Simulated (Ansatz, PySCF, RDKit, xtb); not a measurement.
Pair of molecules: N2 (SMILES N#N) (first 2 atoms) with CHN (SMILES C#N); geometry from B3LYP-D3(BJ)/def2-TZVP, rigid monomers moved along the line of their centres of mass till N2···H5 is 3.42 Å.
(charge 0, multiplicity 1):
```tsv
atom	x (Å)	y (Å)	z (Å)
N	0.0639	0.3230	-1.0964
N	0.0305	0.1182	-0.0260
C	-0.1074	-0.7348	4.3816
N	-0.1426	-0.9532	5.5064
H	-0.0745	-0.5303	3.3336
```

Counterpoise-corrected where a basis set is named; no monomer relaxation. Rows marked so take none. RDKit's UFF carries no charges.

Correlated levels freeze the cores. Rows in 6-31G* carry no dispersion term and start afresh at each structure (6-31G* with six Cartesian d functions).

Programs: Ansatz (a program for electronic structure); PySCF for 6-31G* rows, the dispersion terms; RDKit for the force fields; xtb for the GFN methods. 

| level | interaction energy (kcal/mol) |
|---|---|
| MMFF94 | -0.12 |
| UFF | -0.14 |
| GFN-FF | -0.27 |
| GFN1-xTB | -0.19 |
| HF/aug-cc-pVTZ | -0.41 |
| PBE-D4/def2-TZVPPD | [?] |
| BP86/6-31G* (no counterpoise) | -0.52 |
| wB97M-V/def2-TZVPPD | -0.55 |
| CCSD/aug-cc-pVTZ | -0.56 |

**Question.** Complete the blanks.

**Answer.** 
- PBE-D4/def2-TZVPPD, interaction energy (kcal/mol): -0.65
